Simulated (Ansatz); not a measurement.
Stepwise reaction of `C[Si](C)(F)P` with hydrogen, as a gas-phase model of exchange steps in deposition or etching. ΔE in kJ/mol; ΔG adds harmonic PBE0-D4 terms to CCSD(T)/CBS, at 1 bar.

Isolated molecules relaxed with PBE0-D4/def2-TZVP in Ansatz; ΔE leaves out vibrations. CCSD(T)/CBS is the MP2 limit (def2-TZVPP, def2-QZVPP) plus CCSD(T) − MP2 in def2-TZVPP, frozen cores. This one scheme is used for every species. DFT in def2-TZVPP. B3LYP here is the variant with VWN-RPA as its local correlation; programs differ in this. One conformer a species, not always the lowest.

| step | reaction | PBE-D4 | B3LYP-D4 | ωB97M-V | CCSD(T)/CBS | ΔG(400 K) |
| --- | --- | --- | --- | --- | --- | --- |
| 1 | `C[Si](C)(F)P` + H₂ → `C[SiH](F)P` + CH₄ | -12.1 | -17.2 | -14.0 | -14.7 | -9.5 |
| 2 | `C[SiH](F)P` + H₂ → `F[SiH2]P` + CH₄ | -13.0 | -18.4 | -14.9 | -15.5 | -10.0 |

Q: By hand: ΔE of the 2 steps together at CCSD(T)/CBS.

A: (-14.7) + (-15.5) = -30.2 kJ/mol, or -15.1 kJ/mol a step.

In ΔE the steps differ by no more than 0.8 kJ/mol. All are downhill at CCSD(T)/CBS. ΔG lies between -10.0 and -9.5 kJ/mol a step. PBE-D4 differs from CCSD(T)/CBS by 2.5 to 2.6 kJ/mol a step. Only this route is followed, and other bonds may react first. Isolated molecules leave out the surface, adducts and barriers. Largest T1 diagnostic: 0.013.
